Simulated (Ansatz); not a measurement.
Reaction (redistribution): `CBO[SiH2]C` + `N[SiH2]C(N)[SiH3]` → `CBC(N)[SiH3]` + `C[SiH2]O[SiH2]N`

Isolated molecules relaxed with PBE0-D4/def2-TZVP in Ansatz; ΔE leaves out vibrations. CCSD(T)/CBS is the MP2 limit (def2-TZVPP, def2-QZVPP) plus CCSD(T) − MP2 in def2-TZVPP, frozen cores. Functionals use def2-TZVPP. B3LYP here is the variant with VWN-RPA as its local correlation; programs differ in this. One conformer a species, not always the lowest.

```csv
level,ΔE (kJ/mol),difference from CCSD(T)/CBS
PBE-D4,-4.5,5.8
r2SCAN-D4,-11.7,-1.4
PBE0-D4,-8.3,2.0
B3LYP-D4,-9.1,1.2
ωB97X-V,-9.3,1.0
ωB97M-V,-10.0,0.3
B2PLYP,-9.3,1.0
PBE,-3.5,6.8
r2SCAN,-11.4,-1.1
PBE0,-7.5,2.8
B3LYP,-7.6,2.7
HF/def2-TZVPP,-13.6,-3.3
MP2/def2-TZVPP,-12.1,-1.8
SCS-MP2/def2-TZVPP,-11.0,-0.7
CCSD/def2-TZVPP,-10.3,0.0
CCSD(T)/def2-TZVPP,-8.8,1.5
HF/def2-QZVPP,-14.7,-4.4
MP2/def2-QZVPP,-13.3,-3.0
SCS-MP2/def2-QZVPP,-12.0,-1.7
HF/CBS(def2),-14.8,-4.5
MP2/CBS(def2),-13.5,-3.2
CCSD/CBS(def2),-11.7,-1.4
CCSD(T)/CBS,-10.3,0
```

Largest T1 diagnostic among the species: 0.012.

From PBE to PBE0 (25 % exact exchange), in def2-TZVPP and without D4, ΔE moves by −4.0 kJ/mol.

CCSD(T)/CBS has its own doubt, a few kJ/mol and more with outer-core shells, so smaller differences from it don't rank the levels.
